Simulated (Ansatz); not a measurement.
Reaction (formal hydrolysis of a Ge–O bond): `C[O][GeH2][Br]` + H₂O → `[OH][GeH2][Br]` + CH₃OH

Isolated molecules relaxed with PBE0-D4/def2-TZVP in Ansatz; ΔE leaves out vibrations. CCSD(T)/CBS adds triple-zeta CCSD(T) − MP2 to the extrapolated MP2 energy (def2 sets, frozen cores). This one scheme is used for every species. DFT in def2-TZVPP. For Br, Ge outer-core shells are correlated without core-valence functions, which leaves a few kJ/mol of doubt a bond. Scalar relativity is left out up to krypton. One conformer a species, not always the lowest.

| level | ΔE (kJ/mol) | difference from CCSD(T)/CBS |
| --- | --- | --- |
| BLYP-D4 | -7.5 | -4.5 |
| PBE0-D4 | -8.4 | -5.4 |
| r2SCAN0-D4 | -8.3 | -5.3 |
| BLYP | -13.5 | -10.5 |
| r2SCAN | -9.7 | -6.7 |
| r2SCAN0 | -9.5 | -6.5 |
| LC-ωPBE | -10.9 | -7.9 |
| MP2/def2-SVP | -9.0 | -6.0 |
| CCSD/def2-SVP | -9.8 | -6.8 |
| CCSD(T)/def2-SVP | -9.0 | -6.0 |
| HF/def2-TZVPP | -12.4 | -9.4 |
| SCS-MP2/def2-TZVPP | -5.5 | -2.5 |
| CCSD(T)/def2-TZVPP | -4.7 | -1.7 |
| HF/def2-QZVPP | -12.0 | -9.0 |
| SCS-MP2/def2-QZVPP | -4.6 | -1.6 |
| MP2/CBS(def2) | -1.8 | 1.2 |
| CCSD(T)/CBS | -3.0 | 0 |

(1) What do rigid-rotor, harmonic-oscillator terms from PBE0-D4/def2-TZVP frequencies (298.15 K, 1 bar) make of the CCSD(T)/CBS value? (An estimate is asked.)

Largest T1 diagnostic among the species: 0.010.

Answers

(1) Computed: ΔZPE = +5.4 kJ/mol, ΔH = -0.8 kJ/mol, ΔS = 0 J/(mol·K), ΔG = -0.8 kJ/mol. Modes under 50 cm⁻¹ make the entropy rough.

The D4 term adds +4.8 kJ/mol with B3LYP and +2.8 kJ/mol with PBE0; it sums over pairs of atoms, weighted by their polarisabilities, and B3LYP, whose exchange is more repulsive, gets the larger term. Leaving LDA and LC-ωPBE aside and taking each functional with its dispersion term where it has one, the values, not all of them listed here, spread over 1.8 kJ/mol, from B2PLYP to BHLYP-D4.

CCSD(T)/CBS has its own doubt, a few kJ/mol and more with outer-core shells, so smaller differences from it don't rank the levels.

B3LYP here is the variant with VWN-RPA as its local correlation; programs differ in this.
